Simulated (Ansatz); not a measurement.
`F[Si]1(Br)CC1`, relaxed with RKS PBE-D4/def2-SVP in Ansatz 0.2.0 from a rough embedded geometry. The force threshold is 0.03 eV/Å; the program also tests the step.

Total charge 0; spin multiplicity 1.

Start:

```xyz
9

F    -1.663    0.990    1.024
Si   -1.202   -0.050   -0.075
Br   -1.480    0.802   -2.067
C     0.241   -0.877    0.179
C     1.039    0.322    0.141
H     0.343   -1.446    1.179
H     0.549   -1.644   -0.553
H     1.190    0.823   -0.821
H     0.983    1.081    0.994
```

```json
{"step": "1", "energy (eV)": "-82745.2039", "largest force (eV/Å)": "7.512", "largest move (Å)": "0.000"}
{"step": "2", "energy (eV)": "-82745.8559", "largest force (eV/Å)": "3.858", "largest move (Å)": "0.157"}
{"step": "3", "energy (eV)": "-82746.2083", "largest force (eV/Å)": "1.199", "largest move (Å)": "0.137"}
{"step": "4", "energy (eV)": "-82746.4555", "largest force (eV/Å)": "1.904", "largest move (Å)": "0.200"}
{"step": "5", "energy (eV)": "-82746.6821", "largest force (eV/Å)": "3.521", "largest move (Å)": "0.200"}
{"step": "6", "energy (eV)": "-82747.0289", "largest force (eV/Å)": "1.983", "largest move (Å)": "0.195"}
{"step": "7", "energy (eV)": "-82747.2331", "largest force (eV/Å)": "0.949", "largest move (Å)": "0.192"}
{"step": "8", "energy (eV)": "-82747.2537", "largest force (eV/Å)": "0.287", "largest move (Å)": "0.091"}
{"step": "9 (rejected)", "energy (eV)": "-82747.2087", "largest force (eV/Å)": "0.475", "largest move (Å)": "0.154"}
{"step": "10", "energy (eV)": "-82747.2682", "largest force (eV/Å)": "0.065", "largest move (Å)": "0.059"}
{"step": "11", "energy (eV)": "-82747.2686", "largest force (eV/Å)": "0.020", "largest move (Å)": "0.009"}
```

End:

```xyz
9

F    -1.970    0.873    1.023
Si   -0.940    0.381   -0.147
Br   -1.892    0.663   -2.124
C     0.259   -0.964    0.199
C     0.871    0.514    0.115
H     0.284   -1.431    1.200
H     0.574   -1.663   -0.594
H     1.549    0.704   -0.735
H     1.265    0.924    1.062
```

Hardware: 4 threads of an Intel Xeon Platinum 8259CL on a shared host. Wall time 16 s, peak host memory 0.19 GiB.
